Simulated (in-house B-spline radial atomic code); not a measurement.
B97-1 excitations of the selenium ion Se⁶⁺

Method: B97-1. Computed with an all-electron radial atomic-structure program (B-spline basis): linear response of the closed shell [Ar] 3d10 with the functional's adiabatic kernel; scalar-relativistic (spin-free one-electron X2C), finite nucleus, no spin-orbit coupling, no double excitations, S, P, D and F terms only. Only terms of natural parity with L up to 3 were computed.

Command:
```bash
python run_td.py task.json out
```
Settings (radii: box in bohr, nucleus in fm):
```
Z                        34
electrons                28
configuration            [Ar] 3d10
hamiltonian              x2c
method                   b97_1
box_radius               14.35
rms_radius               4.14
intervals                70
```

Time taken, with all properties: 1.5 s on 1 thread of Intel(R) Xeon(R) 6975P-C (Granite Rapids), with other jobs on the host.

The lowest states, in the order of their Tamm-Dancoff energies; the method's threshold (minus the highest occupied level) is 143.85 eV. Labels give the largest channel, * marks a mixed state, and oscillator strengths are full-response dipole values. Semilocal kernels can invert the small singlet-triplet splittings of Rydberg terms. Energies in eV:

| state | full response | Tamm-Dancoff | oscillator strength |
| --- | --- | --- | --- |
| 3d → 4s 3D | 51.55 | 51.56 | - |
| 3d → 4s 1D | 52.16 | 52.17 | - |
| 3d → 4p 3P | ? | ? | - |
| 3d → 4p 3F | ? | ? | - |
| 3d → 4p 1F | 67.25 | 67.25 | - |
| 3d → 4p 1P | 68.44 | 68.52 | 0.563 |
| 3d → 4d 3S | 88.89 | 88.94 | - |
| 3d → 4d 3D | 89.90 | 89.91 | - |
| 3d → 4d 1D | 90.62 | 90.63 | - |
| 3d → 4d 1S | 96.08 | 96.86 | - |

Q: Where does 3d → 4p 3F lie?

A: At 66.89 eV in full response, 66.91 eV in Tamm-Dancoff.

Q: Where does 3d → 4p 3P lie?

A: At 66.68 eV in full response, 66.71 eV in Tamm-Dancoff.

Q: How large is the singlet-triplet splitting of 3d → 4s (D terms) in Tamm-Dancoff?

A: 0.602 eV, from the unrounded values.

Q: What polarisabilities and dispersion coefficient does the method give?

A: Dipole 0.3822 bohr³, quadrupole 0.3608 bohr⁵, C6 0.559 hartree·bohr⁶ for two such species.
